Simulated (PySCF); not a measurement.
# Atomic charges against the basis set

Compound: C3H6NPSi.
Geometry (PBE0-D3(BJ)/def2-SVP, Å), atoms numbered from 1 in this order:
```xyz
12
C3H6NPSi angstrom
C     -1.649   -0.168   -1.140
C     -0.768    0.015   -0.139
C     -0.985    1.022    0.853
N     -1.088    1.825    1.685
Si     0.822   -1.000    0.019
P      2.563    0.426   -0.232
H     -2.559    0.434   -1.226
H     -1.478   -0.932   -1.904
H      0.815   -1.996   -1.093
H      0.821   -1.705    1.335
H      3.493   -0.465    0.388
H      2.258    1.103    0.990
```

PBE0 throughout (PySCF), one geometry, spherical d and f functions. The structure is a single PBE0-D3(BJ)/def2-SVP conformer in the gas phase; no vibrational or solvent corrections. The first 7 of 10 kinds of atom are listed.

Mulliken charges (e):

| basis | functions | C1 | C2 | C3 | N4 | Si5 | P6 | H7 |
| --- | --- | --- | --- | --- | --- | --- | --- | --- |
| STO-3G | 44 | -0.141 | -0.169 | +0.054 | -0.198 | +0.467 | +0.157 | +0.098 |
| 6-31G | 74 | -0.287 | -0.225 | +0.099 | -0.281 | +0.549 | -0.112 | +0.201 |
| pcSseg-0 | 74 | -0.286 | -0.432 | +0.094 | -0.355 | +0.602 | -0.348 | +0.261 |
| 6-31G* | 104 | -0.349 | -0.134 | +0.209 | -0.354 | +0.386 | -0.191 | +0.212 |
| cc-pVDZ | 122 | +0.059 | -0.259 | -0.013 | -0.131 | +0.283 | -0.123 | +0.070 |
| def2-SVP | 122 | +0.013 | -0.355 | -0.061 | -0.023 | +0.402 | -0.117 | +0.082 |
| aug-cc-pVDZ | 200 | +0.713 | +0.495 | -0.165 | -0.307 | -0.299 | -1.014 | -0.368 |
| 6-311+G(2d,p) | 214 | -0.487 | +0.653 | -0.333 | -0.287 | +0.313 | -0.267 | +0.150 |
| def2-TZVP | 234 | -0.248 | +0.041 | -0.242 | -0.013 | +0.193 | -0.240 | +0.156 |
| cc-pVTZ | 272 | -0.210 | -0.111 | -0.039 | -0.094 | +0.242 | -0.141 | +0.140 |
| IGLO-III | 288 | -0.213 | +0.082 | -0.020 | -0.286 | +0.590 | -0.054 | +0.134 |
| pcSseg-2 | 314 | -0.056 | -0.238 | +0.085 | -0.157 | +0.409 | -0.024 | +0.078 |

IAO charges (e):

```csv
basis,functions,C1,C2,C3,N4,Si5,P6,H7
STO-3G,44,-0.214,-0.289,+0.062,-0.164,+0.572,+0.055,+0.145
6-31G,74,-0.238,-0.259,+0.118,-0.227,+0.465,-0.115,+0.174
pcSseg-0,74,-0.214,-0.281,+0.122,-0.227,+0.451,-0.137,+0.169
6-31G*,104,-0.223,-0.295,+0.128,-0.236,+0.578,-0.086,+0.168
cc-pVDZ,122,-0.231,-0.290,+0.123,-0.228,+0.572,-0.096,+0.168
def2-SVP,122,-0.219,-0.295,+0.123,-0.227,+0.583,-0.090,+0.164
aug-cc-pVDZ,200,-0.239,-0.290,+0.135,-0.245,+0.578,-0.105,+0.172
"6-311+G(2d,p)",214,-0.237,-0.300,+0.137,-0.247,+0.601,-0.093,+0.173
def2-TZVP,234,-0.237,-0.302,+0.136,-0.245,+0.610,-0.093,+0.172
cc-pVTZ,272,-0.238,-0.299,+0.134,-0.242,+0.598,-0.100,+0.172
IGLO-III,288,-0.239,-0.302,+0.137,-0.247,+0.607,-0.091,+0.173
pcSseg-2,314,-0.236,-0.302,+0.137,-0.246,+0.606,-0.093,+0.172
```

Hirshfeld charges (e):

```tsv
basis	functions	C1	C2	C3	N4	Si5	P6	H7
STO-3G	44	-0.032	-0.060	+0.024	-0.179	+0.324	+0.085	+0.037
6-31G	74	-0.036	-0.067	+0.064	-0.207	+0.258	-0.017	+0.067
pcSseg-0	74	-0.036	-0.069	+0.054	-0.205	+0.283	-0.011	+0.064
6-31G*	104	-0.032	-0.066	+0.071	-0.218	+0.261	-0.020	+0.066
cc-pVDZ	122	-0.040	-0.071	+0.064	-0.206	+0.280	-0.003	+0.064
def2-SVP	122	-0.041	-0.073	+0.069	-0.213	+0.284	+0.001	+0.065
aug-cc-pVDZ	200	-0.048	-0.083	+0.066	-0.218	+0.289	-0.002	+0.069
6-311+G(2d,p)	214	-0.041	-0.085	+0.064	-0.220	+0.289	+0.003	+0.069
def2-TZVP	234	-0.043	-0.080	+0.068	-0.220	+0.284	-0.003	+0.068
cc-pVTZ	272	-0.044	-0.076	+0.069	-0.218	+0.283	-0.004	+0.068
IGLO-III	288	-0.048	-0.081	+0.064	-0.222	+0.287	+0.006	+0.069
pcSseg-2	314	-0.046	-0.082	+0.070	-0.220	+0.289	-0.003	+0.069
```

ESP-fitted charges (e):

| basis | functions | C1 | C2 | C3 | N4 | Si5 | P6 | H7 |
| --- | --- | --- | --- | --- | --- | --- | --- | --- |
| STO-3G | 44 | -0.230 | -0.177 | +0.409 | -0.424 | +0.417 | -0.215 | +0.116 |
| 6-31G | 74 | -0.274 | -0.271 | +0.557 | -0.519 | +0.418 | -0.409 | +0.176 |
| pcSseg-0 | 74 | -0.270 | -0.350 | +0.599 | -0.541 | +0.505 | -0.478 | +0.186 |
| 6-31G* | 104 | -0.308 | -0.150 | +0.427 | -0.460 | +0.355 | -0.310 | +0.183 |
| cc-pVDZ | 122 | -0.295 | -0.127 | +0.379 | -0.429 | +0.321 | -0.264 | +0.174 |
| def2-SVP | 122 | -0.273 | -0.167 | +0.420 | -0.453 | +0.354 | -0.289 | +0.170 |
| aug-cc-pVDZ | 200 | -0.346 | -0.100 | +0.418 | -0.473 | +0.311 | -0.245 | +0.191 |
| 6-311+G(2d,p) | 214 | -0.364 | -0.082 | +0.399 | -0.467 | +0.318 | -0.246 | +0.197 |
| def2-TZVP | 234 | -0.360 | -0.075 | +0.396 | -0.464 | +0.314 | -0.242 | +0.195 |
| cc-pVTZ | 272 | -0.344 | -0.083 | +0.388 | -0.455 | +0.312 | -0.243 | +0.190 |
| IGLO-III | 288 | -0.351 | -0.071 | +0.393 | -0.465 | +0.286 | -0.224 | +0.192 |
| pcSseg-2 | 314 | -0.352 | -0.099 | +0.418 | -0.476 | +0.336 | -0.262 | +0.193 |

Which scheme is steadiest as the basis changes?

Largest range over the bases for any column: Hirshfeld 0.11 e, IAO 0.19 e, ESP-fitted 0.28 e, Mulliken 1.20 e. Hirshfeld charges move least and Mulliken charges most, counted in e. Without the minimal STO-3G basis the ranges are Hirshfeld 0.03, IAO 0.16, ESP-fitted 0.28, Mulliken 1.20 e.

How much do the charges still move between the two largest bases, IGLO-III and pcSseg-2?

At most, over all atoms: Mulliken 0.321 e, IAO 0.003 e, Hirshfeld 0.010 e, ESP-fitted 0.050 e.

What do the same runs give for the total energy, the frontier levels and the dipole moment?

| basis | energy (Eh) | HOMO (eV) | LUMO (eV) | μ (D) |
| --- | --- | --- | --- | --- |
| STO-3G | -793.6985 | -4.88 | 1.47 | 3.13 |
| 6-31G | -802.8716 | -7.63 | -1.61 | 3.56 |
| pcSseg-0 | -801.8805 | -7.80 | -1.90 | 3.74 |
| 6-31G* | -802.9824 | -7.72 | -1.65 | 3.52 |
| cc-pVDZ | -803.0364 | -7.73 | -1.75 | 3.39 |
| def2-SVP | -802.7014 | -7.77 | -1.84 | 3.46 |
| aug-cc-pVDZ | -803.0484 | -7.82 | -1.99 | 3.69 |
| 6-311+G(2d,p) | -803.0939 | -7.85 | -2.03 | 3.72 |
| def2-TZVP | -803.1098 | -7.83 | -1.99 | 3.66 |
| cc-pVTZ | -803.1104 | -7.82 | -1.94 | 3.60 |
| IGLO-III | -803.1114 | -7.82 | -2.01 | 3.70 |
| pcSseg-2 | -803.1216 | -7.85 | -2.02 | 3.71 |

The dipole is fixed by the density alone, so its range of 0.61 D shows that the density itself changes with the basis, not only its division among atoms.
